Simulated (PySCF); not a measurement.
## Arsenic: a sound run and one with changed settings

Sound run: As [Ar] 3d10 4s2 4p3, As+ [Ar] 3d10 4s2 4p2. All numbers are calculated (PySCF 2.14, the non-relativistic Hamiltonian (point nucleus), in def2-TZVP). In the sound run the correlated levels freeze [Ar] 3d10. The sound run starts from symmetry-adapted Hartree-Fock orbitals and uses a fine grid where one is needed.

A second run was set up differently.

```
species  method  sound run (hartree)  changed run (hartree)  converged
     As     MP2          -2234.26588            -2234.49627        yes
    As+     MP2          -2233.90115            -2234.12893        yes
```

Ionisation energy of As:

| method | sound run (eV) | changed run (eV) |
| --- | --- | --- |
| UHF | 9.450 | 9.450 |
| MP2 | 9.925 | 9.996 |
| SCS-MP2 | 9.780 | 9.826 |

What was changed?
A. minimal basis
B. level shift left on
C. basis contracted for another Hamiltonian
D. all electrons correlated in a valence basis

D. A valence basis has no tight correlating functions, so it recovers only part of the core correlation, and not evenly between atom and ion.
